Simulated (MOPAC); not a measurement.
Input for MOPAC: PM7 on BrHZn (SMILES [ZnH][Br]), a point of a bond scan (R = 3.387 Å).

```
PM7 1SCF PRECISE CHARGE=0 THREADS=1
BrHZn

Zn    -0.00000000 1    -0.00000000 1    -1.17426818 1
H     -0.00000000 1    -0.00000000 1    -2.69787527 1
Br     0.00000000 1     0.00000000 1     2.21253068 1
```

Program output:

```
*******************************************************************************
 **                                                                           **
 **                              MOPAC v23.2.5                                **
 **                                                                           **
 *******************************************************************************
 ** MOPAC's Digital Object Identifier: https://doi.org/10.5281/zenodo.6511958 **
 **                                                                           **
 ** Please cite the open-source release paper for use of this MOPAC version:  **
 ** J. E. Moussa and J. J. P. Stewart (2026)                                  **
 ** MOPAC: An open-source semiempirical molecular orbital program             **
 ** J. Open Source Softw., 11(119), 8025, https://doi.org/10.21105/joss.08025 **
 *******************************************************************************

                              PM7 CALCULATION RESULTS

 *******************************************************************************
 *  PM7        - The PM7 Hamiltonian to be used
 *
 *
 *
 *                 CHARGE ON SYSTEM = 0
 *
 *
 *
 *  PRECISE    - TIGHTER CRITERIA TO BE USED
 *  1SCF       - DO 1 SCF AND THEN STOP
 *  THREADS=1  - MULTI-THREADING NOT USED
 *  T=         - A TIME OF 172800.0 SECONDS REQUESTED
 *  DUMP=N     - RESTART FILE WRITTEN EVERY 7200.0 SECONDS REQUESTED
 *******************************************************************************
PM7 1SCF PRECISE CHARGE=0 THREADS=1
 BrHZn

   ATOM   CHEMICAL          X               Y               Z
  NUMBER   SYMBOL      (ANGSTROMS)     (ANGSTROMS)     (ANGSTROMS)

     1      Zn         -0.00000000  *  -0.00000000  *  -1.17426818  *
     2       H         -0.00000000  *  -0.00000000  *  -2.69787527  *
     3      Br          0.00000000  *   0.00000000  *   2.21253068  *



          CARTESIAN COORDINATES

    NO.       ATOM           X           Y           Z

     1        Zn         -0.0000     -0.0000     -1.1743
     2         H         -0.0000     -0.0000     -2.6979
     3        Br          0.0000      0.0000      2.2125

 General Reference for PM7:
 "Optimization of Parameters for Semiempirical Methods VI: More Modifications to the
 NDDO Approximations and Re-optimization of Parameters", J. J. P. Stewart, J. Mol. Mod., 1:32, 19 (2013)
 https://link.springer.com/article/10.1007/s00894-012-1667-x

           Empirical Formula: H Zn Br  =     3 atoms



      MOLECULAR POINT GROUP   :   C*v


      RHF CALCULATION, NO. OF DOUBLY OCCUPIED LEVELS = 5


 -------------------------------------------------------------------------------
 PM7 1SCF PRECISE CHARGE=0 THREADS=1
 BrHZn



     1SCF WAS SPECIFIED, SO BFGS WAS NOT USED
     SCF FIELD WAS ACHIEVED


                              PM7 CALCULATION
                                                       MOPAC v23.2.5 Linux




          FINAL HEAT OF FORMATION =          4.86267 KCAL/MOL =      20.34540 KJ/MOL


          COSMO AREA              =         92.37 SQUARE ANGSTROMS
          COSMO VOLUME            =         68.21 CUBIC ANGSTROMS

          IONIZATION POTENTIAL    =          7.985601 EV
          HOMO LUMO ENERGIES (EV) =         -7.986 -0.221
          NO. OF FILLED LEVELS    =          5
          MOLECULAR WEIGHT        =        146.2919         POINT GROUP:  C*v

          MOLECULAR DIMENSIONS (Angstroms)

            Atom       Atom       Distance
           Br     3    H     2     4.91041
           Br     3    H     2     0.00000
           Zn     1    H     2     0.00000


          SCF CALCULATIONS        =          1





   ATOM   CHEMICAL          X               Y               Z
  NUMBER   SYMBOL      (ANGSTROMS)     (ANGSTROMS)     (ANGSTROMS)

     1      Zn         -0.00000000  *  -0.00000000  *  -1.17426818  *
     2       H         -0.00000000  *  -0.00000000  *  -2.69787527  *
     3      Br          0.00000000  *   0.00000000  *   2.21253068  *

                             CARTESIAN COORDINATES

   1   Zn       -0.000000000    -0.000000000    -1.174268180
   2    H       -0.000000000    -0.000000000    -2.697875270
   3   Br        0.000000000     0.000000000     2.212530680


           Empirical Formula: H Zn Br  =     3 atoms



      MOLECULAR POINT GROUP   :   C*v


                  EIGENVALUES
 -23.89891 -17.24728  -8.09805  -7.98560  -7.98560  -0.22101   0.68423   0.68423
   2.28932 281.01140 281.08677 281.08677 281.44282 281.44282


              NET ATOMIC CHARGES AND DIPOLE CONTRIBUTIONS

  ATOM NO.   TYPE          CHARGE      No. of ELECS.   s-Pop       p-Pop       d-Pop
    1         Zn           0.717092        1.2829     1.13116     0.15175
    2          H           0.142978        0.8570     0.85702
    3         Br          -0.860070        7.8601     1.99827     5.86164     0.00016
 DIPOLE           X         Y         Z       TOTAL
 POINT-CHG.     0.000     0.000   -15.038    15.038
 HYBRID         0.000     0.000     1.872     1.872
 SUM            0.000     0.000   -13.166    13.166


          ATOMIC ORBITAL ELECTRON POPULATIONS

     Atom    s        px        py        pz      x^2-y^2     xz        z^2       yz        xy
    1 Zn   1.13116   0.00028   0.00028   0.15119
    2  H   0.85702
    3 Br   1.99827   1.99972   1.99972   1.86221   0.00000   0.00001   0.00015   0.00001   0.00000

 **********************
 *                    *
 * JOB ENDED NORMALLY *
 *                    *
 **********************




 == MOPAC DONE ==
```

The run finished.

Cost: very roughly 0.020 core-seconds.
